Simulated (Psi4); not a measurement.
**Extrapolating along a basis family**

System: C$_{3}$H$_{7}$Cl, singlet, at a GFN2-xTB geometry. Level: Psi4 with MP2/cc-pV(D+d)Z. Sums are taken with unrounded values, so a last digit can differ.

Input for Psi4:
```
memory 2 GB

molecule {
0 1
  C    -1.02055701   -1.28725533   -0.13065687
  C     0.02176933   -0.25340076   -0.51544017
  C     1.44079751   -0.74391247   -0.29382119
  Cl   -0.23996821    1.22887505    0.47224574
  H    -0.90486744   -1.57237315    0.91239789
  H    -0.90068124   -2.17296343   -0.75147442
  H    -2.02400186   -0.89432939   -0.27405756
  H    -0.11707049    0.06418317   -1.55229100
  H     1.58762230   -1.02215721    0.74716960
  H     1.62617283   -1.61516157   -0.91898074
  H     2.16022644    0.02933705   -0.55143197
}

set basis cc-pv(d+d)z
set freeze_core true

energy('mp2')
print_variables()
```

The same job in three bases:

| basis | X | SCF energy (Eh) | MP2 correlation (Eh) |
|---|---|---|---|
| cc-pV(D+d)Z | 2 | -577.200956 | -0.575786 |
| cc-pV(T+d)Z | 3 | -577.250539 | -0.723807 |
| cc-pV(Q+d)Z | 4 | -577.261822 | -0.776202 |

### Question
Estimate the basis-set limit of both parts.

### Answer
For E(X) = E∞ + A exp(-bX) three points give E∞ = E3 - (E3 - E2)²/(E1 + E3 - 2 E2) = -577.261822 - (-0.011283)²/(0.038300) = -577.26515 Eh, so the largest basis still lies 3.3 mEh above this estimate. The second step gains 0.23 of the first. Correlation goes as X⁻³: E∞ = (Y³E_Y - X³E_X)/(Y³ - X³) gives -0.78613 Eh from X = 2, 3 and -0.81444 Eh from X = 3, 4. Against the latter the three bases hold 71, 89, 95 % of the correlation energy: it converges far more slowly than the SCF part. The exponential form is used since the steps shrink steadily here. These limits are estimates from the fitted forms, not computed values.
